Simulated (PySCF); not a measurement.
Computed shifts of a molecule C6H6O, PySCF with PBE0/pcSseg-1, GIAO, gas phase, equivalent atoms averaged, in ppm (number of nuclei): ¹³C: 161.5 (4), 89.8 (2). ¹H: 7.83 (4), 5.63 (2). References: ¹³C against TMS (σ = 186.3 ppm); ¹⁷O against H2O (σ = 334.2 ppm); ¹H against TMS (σ = 31.56 ppm), references at their B3LYP-D3(BJ)/def2-TZVP geometries, non-relativistic. Geometry: PBE-D3(BJ)/def2-SVP. Other conformers were not sampled.

Question: Identify the compound among the candidates.
A. C=C=CC1=COC1
B. C=Cc1ccoc1
C. C1=C[C@H]2C=C[C@@H]1O2
D. C=C=C1C=COC1

Answer: C, C1=C[C@H]2C=C[C@@H]1O2
